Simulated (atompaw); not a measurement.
## An all-electron radial function and its pseudo partner (Cu)

Columns: radius, all-electron u(r) and pseudo u(r) of the 4s shell (level -4.61 eV) of copper in the configuration [Ar] 3d10 4s1 4p0; PBEsol, scalar-relativistic, PAW (atompaw) scheme, atompaw 4.2.0.5.

```tsv
r (bohr)	all-electron	pseudo
0.115	0.1182	0.0534
0.231	0.0869	0.1068
0.346	-0.1124	0.1589
0.462	-0.2361	0.2103
0.577	-0.2478	0.2596
0.692	-0.1835	0.3070
0.808	-0.0800	0.3524
0.923	0.0345	0.3947
1.038	0.1463	0.4341
1.154	0.2488	0.4706
1.269	0.3369	0.5034
1.385	0.4116	0.5327
1.500	0.4722	0.5579
1.615	0.5204	0.5792
1.731	0.5579	0.5968
1.846	0.5855	0.6102
1.962	0.6048	0.6197
2.077	0.6168	0.6253
2.192	0.6227	0.6272
2.308	0.6235	0.6256
2.423	0.6199	0.6208
2.538	0.6127	0.6131
2.654	0.6025	0.6026
2.769	0.5900	0.5900
2.885	0.5753	0.5753
3.000	0.5592	0.5592
```

**Question.** How many radial nodes do the two functions have?

**Answer.** The all-electron 4s function has n − l − 1 = 3 (the table is too coarse to show those close to the nucleus); the pseudo-wave has 0, since the states of the same l below it are removed with the core.

**Question.** Where does each function peak?

**Answer.** Outermost all-electron maximum near 2.31 bohr, pseudo maximum near 2.19 bohr (to the table’s step).

**Question.** Is the pseudo-wave norm-conserving?

**Answer.** No, it belongs to a PAW set: the norm inside the radius is not constrained, and the difference is carried by the augmentation charge.
